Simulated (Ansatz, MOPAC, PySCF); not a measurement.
Ligands exchanged one at a time, Al CH3-I. Isolated molecules, 0 K electronic values unless said otherwise. Strings in code marks are SMILES.

Quantity: redistribution energy (mixed species minus the weighted end members), in kcal/mol. Semi-empirical values (MOPAC) are differences of heats of formation.

Level 1: frozen-core MP2/def2-TZVPP // PBE0-D3(BJ)/def2-TZVP (Ansatz, an electronic-structure program)
Level 2: B3LYP/LANL2DZ // PBE0-D3(BJ)/def2-TZVP (PySCF)
Level 3: AM1 // PBE0-D3(BJ)/def2-TZVP (MOPAC)
Level 4: PM7 // PBE0-D3(BJ)/def2-TZVP (MOPAC)

| species | level 1 | level 2 | level 3 | level 4 |
|---|---|---|---|---|
| 2 of 3 CH3 replaced by I: `[CH3][Al]([I])[I]` | -3.46 | -5.73 | -1.06 | 0.43 |
| 1 of 3 CH3 replaced by I: `[CH3][Al]([CH3])[I]` | -3.77 | -6.33 | -1.42 | 0.11 |
